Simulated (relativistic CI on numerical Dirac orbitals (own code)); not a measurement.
**Level scheme of Rb IV**

Calculated at this level of theory: Dirac-Coulomb-Breit CI, orbitals from a KLI potential per configuration, model QED, valence Slater integrals scaled by 0.85, configuration energies shifted to the measured levels that pair with them (semi-empirical) (own radial code, finite nucleus).

CI space (outside the closed core [Ar] 3d10): 4s²4p⁴, 4s4p⁵, 4s²4p³4d, 4s²4p³5s, 4s²4p³5p, 4p⁶, 4s²4p²4d², 4s²4p³4f, 4s4p⁴4d, 4s4p⁴4f, 4s²4p²4f², 4s²4p³5d, 4s²4p³6s, 4p⁴4d², 4s²4p³6p, 4s²4p³5f, 4s²4p³6d, 4s²4p³5g, 4s²4p³6f, 4s4p⁴5s, 4s²4p²4d4f, 4p⁵4d, 4s4p³4d², 4s4p⁴5p, 4s²4p²4d5s, 4s4p⁴5d, 4s4p³5s5p, 4s4p⁴6s, 4p⁴4f², 4s4p⁴6p. Levels of other configurations are missing.

The lowest level is 4s²4p⁴ ³P2, with 93 % of that term; Hund's rules for 4s²4p⁴ give ³P with J = 2, in agreement.

```csv
No.,Configuration,Term,J,E (eV),%,Next component (%),Landé g
1,4s²4p⁴,³P,2,0.0000,93,5 ¹D,1.475
2,4s²4p⁴,³P,1,0.7614,97,1 4s4p⁴4d ³P,1.501
3,4s²4p⁴,³P,0,0.8351,91,7 ¹S,
4,4s²4p⁴,¹D,2,2.1200,92,5 ³P,1.025
5,4s²4p⁴,¹S,0,4.5068,89,7 ³P,
6,4s4p⁵,³P°,2,16.7458,80,18 4s²4p³4d ³P°,1.501
7,4s4p⁵,³P°,1,17.3104,78,18 4s²4p³4d ³P°,1.494
8,4s4p⁵,³P°,0,17.6701,79,19 4s²4p³4d ³P°,
9,4s4p⁵,¹P°,1,20.9257,49,47 4s²4p³4d ¹P°,1.008
10,4s²4p³4d,⁵D°,0,21.1735,96,2 ³P°,
11,4s²4p³4d,⁵D°,1,21.1832,96,1 4s4p³4d² ⁵D°,1.493
12,4s²4p³4d,⁵D°,2,21.1859,95,2 ³D°,1.491
13,4s²4p³4d,⁵D°,3,21.1907,94,2 ³D°,1.491
14,4s²4p³4d,⁵D°,4,21.2259,95,2 ³F°,1.494
15,4s²4p³4d,³D°,2,22.4909,81,9 ³F°,1.116
16,4s²4p³4d,³D°,3,22.6666,91,4 ³F°,1.323
17,4s²4p³4d,³D°,1,22.7353,97,2 4s4p³4d² ³D°,0.509
18,4s²4p³4d,³F°,2,23.3124,85,12 ³D°,0.734
19,4s²4p³4d,¹S°,0,23.3340,95,3 ³P°,
20,4s²4p³4d,³F°,3,23.4984,89,5 ³D°,1.091
21,4s²4p³4d,³F°,4,23.7313,91,5 ³G°,1.239
22,4s²4p³4d,³G°,3,24.3980,88,7 ³F°,0.783
23,4s²4p³4d,³G°,4,24.4676,81,15 ³F°,1.080
24,4s²4p³4d,³G°,5,24.6200,98,1 4s4p³4d² ³G°,1.200
25,4s²4p³4d,¹G°,4,24.8663,86,7 ³G°,1.016
26,4s²4p³5s,⁵S°,2,25.0017,96,3 ³P°,1.985
27,4s²4p³4d,¹D°,2,25.4383,81,5 ³F°,1.014
28,4s²4p³4d,³D°,1,25.5289,93,2 4s²4p³5s ³D°,0.518
29,4s²4p³4d,³P°,0,25.9120,93,3 ¹S°,
30,4s²4p³5s,³S°,1,25.9286,72,19 4s²4p³4d ³P°,1.853
31,4s²4p³4d,³D°,2,25.9685,89,3 ¹D°,1.162
32,4s²4p³4d,³P°,1,26.1172,72,22 4s²4p³5s ³S°,1.597
33,4s²4p³4d,³D°,3,26.4115,63,27 ³F°,1.248
34,4s²4p³4d,³F°,3,26.4573,62,22 ³D°,1.121
35,4s²4p³4d,³F°,2,26.5201,88,6 ³P°,0.735
36,4s²4p³4d,³F°,4,26.5548,83,8 ¹G°,1.222
37,4s²4p³4d,³P°,2,26.7678,84,5 ³F°,1.422
38,4s²4p³5s,³D°,1,27.7443,83,5 ¹P°,0.624
39,4s²4p³5s,³D°,2,27.7633,69,12 ³P°,1.230
40,4s²4p³4d,¹F°,3,27.7892,74,15 4s²4p³5s ³D°,1.067
41,4s²4p³5s,³D°,3,28.0078,72,15 4s²4p³4d ³D°,1.296
42,4s²4p³4d,³P°,2,28.1610,59,16 4s²4p³5s ³D°,1.414
43,4s²4p³4d,³S°,1,28.1827,66,18 ³P°,1.791
44,4s²4p³5s,¹D°,2,28.4410,81,6 4s²4p³4d ³P°,1.062
45,4s²4p³4d,³D°,3,28.4880,78,10 4s²4p³5s ³D°,1.314
```

Energies count from the lowest computed level; ° marks odd parity.

The mean weight of the leading LS term, summed over parents, in these 45 levels is 84 %, and that of the leading jj configuration (from the same eigenvectors) 54 %, so LS coupling describes them better.

Configurations whose levels could be paired with our table of measured levels were shifted onto them, all but the ground configuration, by the median error of their levels; single terms can still be off by 1,000 to 2,000 cm⁻¹ or more, and rates follow the energies as ν³ (E1, M1) or ν⁵ (E2). The others borrow a shift and can be off by several thousand cm⁻¹ or more. The fine structure of a lone outer electron comes out too small, for d and f at times inverted, and misplaced configurations move strength between like terms. 60 of the 69 excited levels that our extract of the measured tables holds in this range could be paired (the sources list more); they are missed by 589 cm⁻¹ on average and 2357 at most, after the shifts were fitted to these levels, and levels without a partner can miss by more.

Landé's interval rule says that E(J) − E(J−1) = AJ with one A. For the ground term the intervals give A = -595.0, -3070.4 cm⁻¹ for J = 1, 2; the multiplet is inverted.
